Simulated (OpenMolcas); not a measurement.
Os2+ in a point-charge field

Os2+ among 5 point charges of -1 e arranged as a square pyramid (C4v), 2.25 Å from the ion, with the axial distance 2.565 Å.

| Property | Result |
| --- | --- |
| Program | OpenMolcas 26.06 |
| Method | CASSCF |
| Basis | ANO-RCC-VDZP [7s6p4d2f1g] |
| Scalar Hamiltonian | DKH2, point nucleus |
| Active space | 6 electrons in 5 orbitals (5d) |
| State averaging | 2S+1 = 5 even, 5 roots; 2S+1 = 3 even, 45 roots; 2S+1 = 1 even, 50 roots |
| Spin-orbit coupling | state interaction with AMFI integrals over the reference wave functions |

The lowest spin-free states, above the lowest:

```json
{"State": "2S+1 = 5", "Degeneracy": "1", "E (cm-1)": "0.0", "Free-ion L (%)": "D (100)"}
{"State": "2S+1 = 5", "Degeneracy": "2", "E (cm-1)": "680.7", "Free-ion L (%)": "D (100)"}
{"State": "2S+1 = 5", "Degeneracy": "1", "E (cm-1)": "3614", "Free-ion L (%)": "D (100)"}
{"State": "2S+1 = 5", "Degeneracy": "1", "E (cm-1)": "9299", "Free-ion L (%)": "D (100)"}
{"State": "2S+1 = 3", "Degeneracy": "2", "E (cm-1)": "12069", "Free-ion L (%)": "H (57)"}
{"State": "2S+1 = 3", "Degeneracy": "1", "E (cm-1)": "12900", "Free-ion L (%)": "G (42)"}
{"State": "2S+1 = 3", "Degeneracy": "1", "E (cm-1)": "13351", "Free-ion L (%)": "H (58)"}
{"State": "2S+1 = 3", "Degeneracy": "2", "E (cm-1)": "15229", "Free-ion L (%)": "H (65)"}
{"State": "2S+1 = 3", "Degeneracy": "2", "E (cm-1)": "15942", "Free-ion L (%)": "P (37)"}
{"State": "2S+1 = 3", "Degeneracy": "1", "E (cm-1)": "16308", "Free-ion L (%)": "H (87)"}
{"State": "2S+1 = 3", "Degeneracy": "1", "E (cm-1)": "17102", "Free-ion L (%)": "G (46)"}
{"State": "2S+1 = 3", "Degeneracy": "1", "E (cm-1)": "17141", "Free-ion L (%)": "H (61)"}
{"State": "2S+1 = 3", "Degeneracy": "2", "E (cm-1)": "17569", "Free-ion L (%)": "H (66)"}
{"State": "2S+1 = 3", "Degeneracy": "1", "E (cm-1)": "17815", "Free-ion L (%)": "H (68)"}
{"State": "2S+1 = 3", "Degeneracy": "1", "E (cm-1)": "18538", "Free-ion L (%)": "H (52)"}
{"State": "2S+1 = 3", "Degeneracy": "2", "E (cm-1)": "18735", "Free-ion L (%)": "H (40)"}
{"State": "2S+1 = 3", "Degeneracy": "1", "E (cm-1)": "20072", "Free-ion L (%)": "G (92)"}
{"State": "2S+1 = 1", "Degeneracy": "1", "E (cm-1)": "20376", "Free-ion L (%)": "I (49)"}
{"State": "2S+1 = 1", "Degeneracy": "1", "E (cm-1)": "20749", "Free-ion L (%)": "D (43)"}
{"State": "2S+1 = 1", "Degeneracy": "2", "E (cm-1)": "20959", "Free-ion L (%)": "I (60)"}
```

The lowest levels with spin-orbit coupling:

```csv
E (cm-1),Degeneracy,2S+1,g
0.0,1,5 (84 %),
163.6,2,5 (85 %),0.00 0.00 3.09
621.2,1,5 (83 %),
804.4,1,5 (89 %),
1856,2,5 (89 %),0.00 0.00 9.32
4465,1,5 (75 %),
4532,1,5 (78 %),
4875,1,5 (85 %),
4999,1,5 (90 %),
5218,2,5 (89 %),0.00 0.00 3.64
5475,1,5,
6792,1,5 (83 %),
6905,2,5 (85 %),0.00 0.00 2.18
7229,1,5 (80 %),
7708,2,5 (89 %),0.00 0.00 3.21
11940,1,5 (67 %),
12742,2,5 (73 %),0.00 0.00 1.57
12924,1,3 (62 %),
12982,1,3 (71 %),
13133,2,3 (72 %),0.00 0.00 0.20
```

Powder χT (cm3 K/mol): 0.0874 at 2 K, 0.437 at 10 K, 2.14 at 50 K, 3.47 at 100 K, 4.27 at 200 K, 4.55 at 300 K. The effective moment at 300 K is 2.828 √(χT) = 6.03 μB.

Spin-orbit coupling mixes the spin-free states strongly: the lowest level takes only 51 % from its leading state, 2S+1 = 5. Without dynamic correlation the repulsion within the d shell is too large (B by tens of per cent), so at a given field states of lower spin stand too high. Point charges give a weaker field than real ligands, and real ions of this kind are as a rule low spin; the high spin found here belongs to the model. Point charges carry no covalency, so the field is a model and not that of real ligands. An unlabelled pair can be two single states that coincide in this model. No measured value stands beside these numbers.

A state without a sure symmetry label is named by its multiplicity alone. With an even number of electrons the g values are those of a degenerate or nearly degenerate non-Kramers pair.
